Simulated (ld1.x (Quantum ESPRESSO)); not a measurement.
# Before and after: TM potential for silver (Ag)

- Element: silver
- Generator: ld1.x (Quantum ESPRESSO) 7.5
- Type: norm-conserving Troullier–Martins (Kleinman–Bylander form)
- Functional: PBE
- Relativity: scalar-relativistic
- Frozen core: [Kr]
- Valence charge: 11
- Reference configuration: 4d9.5 5s0 5p0 (charge +1.5)
- Partial waves: 5s (bound, empty): rc 1.90 bohr; 5p (bound, empty): rc 2.20 bohr; 4d (bound): rc 1.55 bohr
- Local potential: all-electron potential smoothed inside 1.75 bohr (lloc = -1)
- Core correction: none

Change: core correction a·sin(br)/r model core inside 1.26 bohr.

Cutoffs: the cutoffs (Ry, on a coarse ladder) from which the occupation-weighted sum of valence levels, in a spherical-Bessel basis at the reference potential, stays within 10 and 1 mRy of its value at 400 Ry; they do not see the model core or the augmentation charge, which bear on the density cutoff. Errors are all-electron minus pseudo energies relative to the spin-unpolarised reference configuration.

How do hardness, ghosts and transferability respond?

The potential gets neither clearly harder nor softer (70 Ry and 110 Ry → 70 Ry and 110 Ry); both files keep a bound ghost (s); of the 7 tests that both files solve, the error grows in 5 and shrinks in 2 by more than 15 % and 0.3 meV (median size 16.5 → 21.0 meV). A model core, the more so a compact one, raises the density cutoff, which this test does not measure.

```csv
quantity,base,changed
"cutoff, loose",70 Ry,70 Ry
"cutoff, tight",110 Ry,110 Ry
bound ghosts,s,s
"error for 4d10 5s1 5p0, meV [ΔE -17.16 eV]",+36,-11
"error for 4d10 5s0 5p0, meV [ΔE -9.40 eV]",-4.0,-13
"error for 4d9 5s0 5p0, meV [ΔE 12.71 eV]",-10,-21
"error for 4d9 5s1 5p0, meV [ΔE -4.00 eV]",-17,-40
"error for 4d10 5s0 5p1, meV [ΔE -13.29 eV]",+27,+6.3
"error for 4d9 5s2 5p0, meV [ΔE -13.08 eV]",+8.2,-68
"error for 4d7 5s0 5p0, meV [ΔE 100.62 eV]",-477,-863
s: phases at 2.41 bohr within 0.05 rad from the reference energy up to (Ry; the scan ends near 5),3.6,3.6
p: phases at 2.41 bohr within 0.05 rad from the reference energy up to (Ry; the scan ends near 5),-0.4,-0.4
d: phases at 2.41 bohr within 0.05 rad from the reference energy up to (Ry; the scan ends near 5),1.3,1.3
```

Base: These tests converged, but a pseudo level misses the all-electron one widely, so the file describes the atom poorly there or has found another state: 4d7 5s0 5p0: empty 5p by 4.8 eV (a node warning on the way). Changed file: These tests converged, but a pseudo level misses the all-electron one widely, so the file describes the atom poorly there or has found another state: 4d7 5s0 5p0: empty 5p by 5.1 eV (a node warning on the way). A true bound ghost makes a file unfit for plane-wave use even where its test errors are small: the radial tests pick states by their node count and pass the ghost by.
